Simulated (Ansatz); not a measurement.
LaO2H. Total charge 0; singlet. Geometry r2SCAN-D4/def2-TZVP; atoms count from 1.

```
atom   x (Å)   y (Å)   z (Å)
 La1  -1.779  -0.208   0.310
  O2   0.276  -0.976   0.024
  O3   0.452   0.400  -0.498
  H4   1.051   0.784   0.164
```

In the def2 sets La takes a core potential; there is no spin–orbit coupling. The structure holds one bond between oxygen atoms, so isomers without such links may lie far lower. The restricted singlet is unstable towards broken spin symmetry at other levels; at PBE0-D4/def2-TZVP this wasn't settled. Another isomer (singlet) lies 1.26 eV lower at PBE0-D4/def2-TZVP; other spin states weren't run for this one.

Estimate the Mulliken populations from the PBE0/def2-TZVP orbitals of Ansatz.


```json
{"atom": "La1", "charge (e)": "0.33", "d electrons": "0.81"}
{"atom": "O2", "charge (e)": "-0.36", "d electrons": "–"}
{"atom": "O3", "charge (e)": "-0.33", "d electrons": "–"}
{"atom": "H4", "charge (e)": "0.36", "d electrons": "–"}
```
Mulliken values depend strongly on the basis.

And the Mayer bond orders between heavy atoms (over 0.3)?

La1–O2 0.83 (2.21 Å); La1–O3 0.33 (2.45 Å); O2–O3 0.84 (1.48 Å).
